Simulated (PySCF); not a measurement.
**Computed properties of Nb(NH)(F)(NH2)2 (FH₅N₃Nb), SMILES [F][Nb]([NH2])(=[NH])[NH2], multiplicity 1**

Nb(NH)(F)(NH2)2 (FH5N3Nb), SMILES [NH]=[Nb]([NH2])([NH2])[F], multiplicity 1. Geometry optimised at B3LYP-D3(BJ)/def2-SVP. The spin state was assumed, not searched. The structure was generated by enumeration; whether it is a known compound was not checked. The def2 effective core potentials stand for the cores of Nb; spin–orbit coupling is left out. The values are those of a single conformer. All values are computed for the isolated molecule unless a solvent is named; none is compared with measurement here.

**Structure.** The optimised structure has Cs symmetry. All 24 harmonic modes at B3LYP-D3(BJ)/def2-SVP (PySCF) are real, so it is a minimum. With heavy atoms numbered as in [Nb:1](=[NH:2])([F:4])([NH2:5])[NH2:8], the shortest bond between them is Nb1–N2 at 1.757 Å and the longest Nb1–N8 at 1.984 Å.

**Vibrations.** The strongest infrared lines (harmonic, unscaled, degenerate partners summed) lie at 528 cm⁻¹ (357 km/mol, H 76 %, N 24 %), 703 cm⁻¹ (233 km/mol, N 57 %, H 21 %, Nb 21 %), 691 cm⁻¹ (141 km/mol, N 53 %, Nb 20 %, F 14 %, H 13 %). The softest mode is at 172 cm⁻¹ and the zero-point energy is 41.3 kcal/mol.

**Electronic structure.** B3LYP/def2-TZVP (PySCF) places the frontier levels at -7.14 and -0.90 eV, a gap of 6.24 eV, and gives a dipole moment of 2.55 D and a mean polarisability of 63.7 bohr³. PBE/def2-TZVP (PySCF) at the same geometry gives -6.00 and -1.49 eV, so its gap is 1.73 eV narrower. An orbital gap is neither the optical nor the fundamental gap.

**Excitations.** TDA-ωB97X/def2-SVPD (PySCF) has S1 at 5.32 eV (233 nm, f = 0.000, dark); the most intense of the 10 singlets computed lies at 6.28 eV (f = 0.06). T1 (TDA) is at 4.67 eV, 0.65 eV under S1. TDA-PBE/def2-SVPD (PySCF) puts S1 at 4.67 eV. No vertical singlet excitation falls in the visible range (under 3.1 eV).
